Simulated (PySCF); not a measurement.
C4H5O3, SMILES C[C]1COC(=O)O1, doublet at its B3LYP/def2-SVP optimised geometry (Å):

```
12

C     -0.5491    -1.9533    -0.3060
C     -0.3416    -0.5493     0.1143
C      0.8958     0.2796    -0.0648
O      0.3941     1.6152     0.0000
C     -0.9572     1.6152     0.0000
O     -1.6552     2.5752     0.0000
O     -1.4090     0.3191     0.0032
H     -1.4595    -2.3698     0.1526
H      0.3068    -2.5752    -0.0013
H     -0.6604    -2.0482    -1.4070
H      1.6552     0.1337     0.7232
H      1.3929     0.1259    -1.0465
```

Calculation: unrestricted B3LYP/def2-TZVP (PySCF). Cells within 0.4 Å of a nucleus heavier than hydrogen are left out (blank, or x).

Map of the deformation density (molecule minus spherical neutral atoms) (e/bohr³) on the plane z = 0.0 Å:

```
|1111111111111111111111111111111|
|1111111111111111111111111111111|
|1111111111111111111111111111111|
|1111111111111111111111111111111|
|1111111111111111111111111111111|
|1111111111221111111111111111111|
|1111111113542111111111111111111|
|111111112xxx2111111111111111111|
|1111111126x54000121111111111111|
|111111112249x010x62111111111111|
|11111111111xxx6xxx1111111111111|
|111111111001x342xx1011111111111|
|1111111110145100341001111111111|
|11111111111x3000121011111111111|
|1111111113xx11012xx421111111111|
|11111111135x53147xx321111111111|
|11111111111132x6630011111111111|
|1111111111100xxx210011111111111|
|1111111111101572001111111111111|
|1111111111112562111111111111111|
|1111111111122332111111111111111|
|1111111111256xx4211111111111111|
|1111111111386347611111111111111|
|1111111111133125611111111111111|
|1111111111111111111111111111111|
|1111111111111111111111111111111|
|1111111111111111111111111111111|
|1111111111111111111111111111111|
|1111111111111111111111111111111|
|1111111111111111111111111111111|
|1111111111111111111111111111111|
```
Scale: ten equal steps from -0.027 (start of '0') to 0.130 (end of '9'), in the order '0123456789'; x runs from -5.00 to 5.00, y from -5.00 (bottom) to 5.00 (top).
